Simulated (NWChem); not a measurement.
Molecule: C₃H₂BrF; SMILES C=C=C(F)Br

Computed with NWChem. STO-3G and 3-21G are far too small for this property and stand as cheap habits. Geometry: optimised at PBE0/def2-SVP. Field at 589 nm.

For level B3LYP/def2-SVP:

| Item | Result |
|---|---|
| isotropic polarisability (bohr³) | 51.7 |
| anisotropy (bohr³) | 56.5 |

Problem. Estimate the same quantities for level B3LYP/STO-3G.

Solution. The isotropic polarisability (bohr³) is 27.7 and the anisotropy (bohr³) comes out as 43.9.
